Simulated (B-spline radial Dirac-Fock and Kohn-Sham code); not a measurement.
How the levels of barium move as electrons are removed

Level of theory: ΔSCF Dirac-Fock with Breit, self-energy and vacuum polarisation, finite nucleus, configuration average; a B-spline atomic structure program. Each ion is free and in its tabulated ground configuration. No correlation.

Reference: Ba²⁹⁺, [Ar] 3d9, with L3 6326.7 eV, M1 2278.8 eV, M2 2127.8 eV, M3 2048.4 eV, M4,5 1787.7 eV, Kα1 (K-L3) 32222.4 eV, Kβ1 (K-M3) 36500.7 eV, Lℓ (L3-M1) 4047.9 eV. Shifts from it, in eV (a dash: the subshell is empty, belongs to an open shell averaged over j, or its hole state is left out as unreliable):

```
  ion  configuration       L3      M1      M2      M3    M4,5     Kα1      Kβ1       Lℓ
Ba³⁰⁺       [Ar] 3d8   +107.1   +80.9   +81.6   +80.2   +87.9   +2.27   +29.23   +26.20
Ba³¹⁺       [Ar] 3d7   +216.4  +163.0  +164.4  +161.6  +177.3   +4.79   +59.60   +53.35
Ba³²⁺       [Ar] 3d6   +327.8  +246.4  +248.5  +244.3  +268.3   +7.57   +91.09   +81.44
Ba³³⁺       [Ar] 3d5   +441.3  +330.8  +333.9  +328.2  +360.9  +10.62  +123.73  +110.47
Ba³⁴⁺       [Ar] 3d4        ?       ?       ?       ?       ?       ?        ?        ?
Ba³⁵⁺       [Ar] 3d3   +674.7  +503.3  +508.5  +499.8  +550.7  +17.56  +192.42  +171.34
Ba³⁶⁺       [Ar] 3d2   +794.5  +591.3  +597.7  +587.5  +647.9  +21.47  +228.48  +203.17
Ba³⁷⁺       [Ar] 3d1   +916.4  +680.5  +688.2  +676.4  +746.7  +25.69  +265.69  +235.92
Ba³⁸⁺   [Ne] 3s2 3p6  +1040.4  +770.8  +779.9  +766.5       –  +30.22  +304.04  +269.59
```

Task: Give the missing shifts for Ba³⁴⁺.

Result: L3 +556.9, M1 +416.5, M2 +420.6, M3 +413.4, M4,5 +455.0, Kα1 +13.95, Kβ1 +157.50, Lℓ +140.44 (eV).

Over this range L3 (2p3/2) moves by +1040.4 eV and Kα1 by +30.2 eV: a line is a difference of two levels that shift in the same direction.

Values without a named source are computed, but for edge energies of neutral atoms, which are taken from tables.
